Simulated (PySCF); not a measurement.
HAl, singlet, at a GFN2-xTB geometry (such geometries of metal compounds can be far from the true shape).

Here is a job for PySCF.
```python
from pyscf import gto, scf, dft

mol = gto.Mole()
mol.atom = '''
    Al   -0.000000   -0.000000   -0.115220
    H     0.000000    0.000000    1.497855
'''
mol.basis = 'def2-tzvp'
mol.charge = 0
mol.spin = 0
mol.verbose = 4
mol.build()

mf = dft.RKS(mol)
mf.xc = 'camb3lyp'
mf.kernel()
```

### Question
Predict the number of basis functions from PySCF with CAMB3LYP/def2-TZVP.

### Answer
43

### Question
What is the computed nuclear repulsion energy (CAMB3LYP/def2-TZVP)?

### Answer
4.2647 Eh

### Question
What dipole moment does CAMB3LYP/def2-TZVP give?

### Answer
0.01 D

### Question
What Mulliken (on the basis functions themselves) charges in atom order does CAMB3LYP/def2-TZVP give?

### Answer
Al1 0.15, H2 -0.15

### Question
What total energy does CAMB3LYP/def2-TZVP give?

### Answer
-242.982464 Ha
